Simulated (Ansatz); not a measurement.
Isolated molecules relaxed with PBE0-D4/def2-TZVP in Ansatz; ΔE leaves out vibrations. CCSD(T)/CBS adds triple-zeta CCSD(T) − MP2 to the extrapolated MP2 energy (def2 sets, frozen cores). Functionals use def2-TZVPP. B3LYP here is the variant with VWN-RPA as its local correlation; programs differ in this. For Zn outer-core shells are correlated without core-valence functions, which leaves a few kJ/mol of doubt a bond. Scalar relativity is left out up to krypton. Each species was taken in one conformer, which may not be the lowest.

Reaction (cleavage of the P–Si bond): `CCO[SiH2]P` + `[NH2][ZnH]` → `P[NH][ZnH]` + `CCO[SiH3]`

CCSD(T)/CBS gives +37.6 kJ/mol.

Task: Another level gave +33.5 kJ/mol. Which?
A. PBE/def2-TZVPP
B. r2SCAN-D4/def2-TZVPP
C. SCS-MP2/def2-TZVPP
D. B3LYP-D4/def2-TZVPP

Result: D. B3LYP-D4 33.5, r2SCAN-D4 43.0, SCS-MP2/def2-TZVPP 27.7, PBE 47.1 kJ/mol.

Largest T1 diagnostic among the species: 0.016.

In def2-TZVPP, CCSD(T) changes the Hartree–Fock value by +21.6 kJ/mol (the triples alone add +2.9 kJ/mol) and MP2 by +21.2 kJ/mol. From PBE to PBE0 (25 % exact exchange), in def2-TZVPP and without D4, ΔE moves by −4.4 kJ/mol.
